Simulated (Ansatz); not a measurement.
`CO[CH2][AlH2]` → `C[O][AlH2]` + `[CH2]` (triplet) at 298.15 K and 1 bar (formal loss of a carbene).

Gas-phase electronic energies from Ansatz, PBE0-D4/def2-TZVP geometries. CBS: MP2 limit from def2 TZ/QZ plus the TZ coupled-cluster correction, frozen cores. This one scheme is used for every species. Triplets are unrestricted, without spin–orbit coupling. Each species was taken in one conformer, which may not be the lowest.

| species | CCSD(T)/CBS energy (Eh) | H − E (kJ/mol) | S (J/(mol·K)) |
| --- | --- | --- | --- |
| `CO[CH2][AlH2]` | -397.45414 | 234.7 | 331.0 |
| `C[O][AlH2]` | -358.26893 | 161.5 | 296.6 |
| `[CH2]` (triplet) | -39.09499 | 55.4 | 195.3 |

H − E and S are ideal-gas, rigid-rotor, harmonic terms from PBE0-D4/def2-TZVP, for one conformer and one mirror image of each species, with the whole ground term of open shells counted as degenerate. 1 Eh = 2625.50 kJ/mol, R = 8.31446 J/(mol·K).

Q: By hand: ΔE, ΔH, ΔS and ΔG.

A: ΔE = (-358.26893) + (-39.09499) − (-397.45414) = 0.09022 Eh = 236.9 kJ/mol. Δ(H − E) = 161.5 + 55.4 − 234.7 = -17.8, so ΔH = 219.1 kJ/mol. ΔS = 296.6 + 195.3 − 331.0 = 160.9 J/(mol·K). ΔG = 219.1 − 298.15 × (160.9)/1000 = 171.1 kJ/mol.

Q: By hand: the equilibrium constant, and the temperature at which ΔG would vanish if ΔH and ΔS stayed fixed.

A: log₁₀ K = −ΔG/(RT ln 10) = -30.0. ΔG = 0 at ΔH/ΔS = 1362 K.

The number of gas molecules changes by +1, which sets the sign of ΔS. A doubt of 5 kJ/mol in ΔE shifts log₁₀ K by 0.9 here. Other conformers and mirror images would add mixing entropy, several J/(mol·K) or more a flexible species. A triplet takes part, so the spin changes. These are equilibria of isolated gas molecules and say nothing of rates. Largest T1 diagnostic: 0.012 (customary marks: 0.02 for closed shells, 0.045 for open ones).
